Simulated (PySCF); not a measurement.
Excitation energy of C²⁺ by level of theory

C²⁺ [He] 2s2 (1S) → C²⁺ [He] 2s1 3s1 (3S), as a difference of total energies. Computed with PySCF 2.14 in dyall-av3z (15s9p3d2f, 71 functions), with no relativity, point nucleus. Correlated levels: valence: 1s2 frozen; virtual orbitals above 40 to 60 times the deepest correlated orbital energy dropped. The calculations carry no spin-orbit coupling.

```csv
method,excitation energy (eV)
UHF,27.768
MP2 (valence),28.869
SCS-MP2 (valence),29.201
CCSD (valence),29.485
```

Q: How much does correlation contribute at MP2 (valence)?

A: 28.869 − (27.768) = 1.101 eV, measured against UHF.

The promoted electron is Rydberg-like, and one or two diffuse shells describe it only roughly, which tends to raise the upper state.

With two correlated electrons CCSD is exact in that space.
